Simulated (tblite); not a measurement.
Input of a run (GFN2-xTB geometry optimisation, gas phase (tblite 0.8.0)), started from a force field or distance geometry:
```
{"job": {"kind": "relax", "xc": "GFN2-xTB", "basis": "xTB"}, "charge": 0, "multiplicity": 1}
N     -2.121600     0.652800     2.258500
C     -1.665000     0.625100     1.188600
C     -1.039200     0.576400    -0.104900
Si    -1.639400    -0.892900    -1.130600
C     -0.012300    -1.481100    -0.356900
C      0.346100    -0.029400    -0.131100
C      1.555500     0.641200    -0.752100
C      1.504600     0.426400     0.739500
O      1.285800     1.606700     1.506300
H     -1.122700     1.524300    -0.651800
H     -2.848800    -1.619700    -0.636400
H     -1.572600    -0.702400    -2.593200
H     -0.137400    -2.057800     0.565900
H      0.646600    -2.024300    -1.053700
H      1.459100     1.665100    -1.107400
H      2.250800     0.034100    -1.302100
H      2.157600    -0.332600     1.153200
H      0.944300     1.394200     2.396600
```

Output (eV, eV/Å):
```
step      E/eV     max force
  0    -709.01940    2.179
  1    -709.05268    5.900
  2    -709.14485    1.561
  3    -709.19510    0.806
  4    -709.21856    0.362
  5    -709.24989    0.732
  6    -709.25932    0.373
  7    -709.26575    0.158
  8    -709.26986    0.226
  9    -709.27333    0.191
 10    -709.27582    0.127
 11    -709.27777    0.094
 12    -709.27941    0.148
 13    -709.28114    0.144
 14    -709.28285    0.093
 15    -709.28420    0.090
 16    -709.28514    0.078
 17    -709.28598    0.072
 18    -709.28699    0.097
 19    -709.28818    0.104
 20    -709.28954    0.113
 21    -709.29114    0.122
 22    -709.29319    0.121
 23    -709.29572    0.153
 24    -709.29836    0.135
 25    -709.30058    0.132
 26    -709.30228    0.112
 27    -709.30188    0.399
 28    -709.30478    0.143
 29    -709.30576    0.095
 30    -709.30751    0.076
 31    -709.30790    0.066
 32    -709.30898    0.055
 33    -709.30946    0.047
 34    -709.31006    0.058
 35    -709.31047    0.044
 36    -709.31088    0.048
 37    -709.31123    0.049
 38    -709.31157    0.041
 39    -709.31190    0.045
 40    -709.31226    0.053
 41    -709.31276    0.068
 42    -709.31347    0.076
 43    -709.31431    0.069
 44    -709.31508    0.066
 45    -709.31575    0.065
 46    -709.31645    0.067
 47    -709.31723    0.068
 48    -709.31787    0.061
 49    -709.31828    0.039
 50    -709.31859    0.046
 51    -709.31895    0.055
 52    -709.31938    0.061
 53    -709.31977    0.058
 54    -709.32005    0.034
 55    -709.32028    0.044
 56    -709.32054    0.046
 57    -709.32084    0.046
 58    -709.32113    0.042
 59    -709.32137    0.039
 60    -709.32157    0.034
 61    -709.32178    0.035
 62    -709.32201    0.044
 63    -709.32225    0.043
 64    -709.32247    0.044
 65    -709.32263    0.032
 66    -709.32277    0.027
 67    -709.32293    0.034
 68    -709.32313    0.051
 69    -709.32337    0.048
 70    -709.32359    0.030
 71    -709.32376    0.030
 72    -709.32388    0.032
 73    -709.32398    0.035
 74    -709.32407    0.023
 75    -709.32415    0.025
 76    -709.32423    0.020
 77    -709.32429    0.023
 78    -709.32436    0.017
 79    -709.32442    0.020
 80    -709.32447    0.016
 81    -709.32450    0.017
 82    -709.32454    0.015
 83    -709.32457    0.016
 84    -709.32460    0.015
 85    -709.32463    0.011
 86    -709.32464    0.008
```

Task: Summarise the run.

Result: The energy falls by 7.0 kcal/mol over 86 L-BFGS steps, the largest force on an atom goes from 2.18 to 0.008 eV/Å, and the atoms move by 0.267 Å rms after alignment. The bond that changes most is C3–Si4 (sp3 carbon bound to silicon to SiH2 silicon), which lengthens by 0.051 Å. Bonds longer at the end by more than 0.005 Å: 5 of 19; shorter: 11. Among the angles that change most is Si4–C3–H10, from 112.1° to 117.9°. Among the dihedrals that turn most is C6–C8–O9–H18, from 92° to 63°. The energy rose by more than 1e-5 eV at step 27. The first step brought 11 % of the lowering.

Task: What are the final bond lengths?

Result: N1≡C2 1.147 Å, C2–C3 1.422 Å, C3–Si4 1.941 Å, Si4–C5 1.911 Å, C5–C6 1.526 Å, C6–C7 1.498 Å, C7–C8 1.503 Å, C8–O9 1.388 Å, C3–C6 1.534 Å, C6–C8 1.504 Å, C3–H10 1.091 Å, Si4–H11 1.457 Å, Si4–H12 1.460 Å, C5–H13 1.090 Å, C5–H14 1.089 Å, C7–H15 1.080 Å, C7–H16 1.079 Å, C8–H17 1.091 Å, O9–H18 0.966 Å. Numbering counts from 1 in the input's order; the species is `N#C[C@@H]1[SiH2]C[C@@]12C[C@H]2O`.

Time: 1.1 s. Hardware: an Arm Neoverse N1 with one thread (shared host).

Its GFN2-xTB frequencies are all real (lowest 52 cm⁻¹). The numbers are those of one conformer. 3 starts were optimised and ended at 0.00, 0.16 and 2.31 kcal/mol (GFN2-xTB); the lowest of these is shown.

These are computed values.
